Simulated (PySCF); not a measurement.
PBE on As⁻ (arsenic, charge -1), [Ar] 3d10 4s2 4p4, high-spin 3P determinant. Computed with PySCF 2.14 in aug-cc-pVQZ-DK (8s7p5d3f2g, 93 functions), with scalar relativity by spin-free X2C-1e.

```
cycle= 1 E= -2260.43364627411  delta_E= -0.0127  |g|= 0.179  |ddm|= 2.53
cycle= 2 E= -2260.43297036037  delta_E= 0.000676  |g|= 0.185  |ddm|= 1.32
cycle= 3 E= -2260.43750125644  delta_E= -0.00453  |g|= 0.0192  |ddm|= 0.771
cycle= 4 E= -2260.43783959704  delta_E= -0.000338  |g|= 0.0032  |ddm|= 0.118
cycle= 5 E= -2260.43785416398  delta_E= -1.46e-05  |g|= 0.000329  |ddm|= 0.0222
cycle= 6 E= -2260.43785450846  delta_E= -3.44e-07  |g|= 5.85e-05  |ddm|= 0.00847
cycle= 7 E= -2260.4378545143  delta_E= -5.84e-09  |g|= 6.68e-06  |ddm|= 0.000567
cycle= 8 E= -2260.43785451436  delta_E= -6.37e-11  |g|= 3.74e-07  |ddm|= 4.2e-05
converged SCF energy = -2260.43785451436  <S^2> = 2.0097545  2S+1 = 3.006496
```

Highest occupied orbital energy: 1.664 eV; ⟨L²⟩ = 2.04; populations by l: s 8.00, p 16.00, d 10.00, f 0.00.

Can this result be used?

With care. Self-consistency was reached. At PBE the highest occupied level has a positive energy, so only the finite basis holds that electron; in a semilocal or global hybrid functional this comes from self-interaction and does not mean that the real anion is unbound.
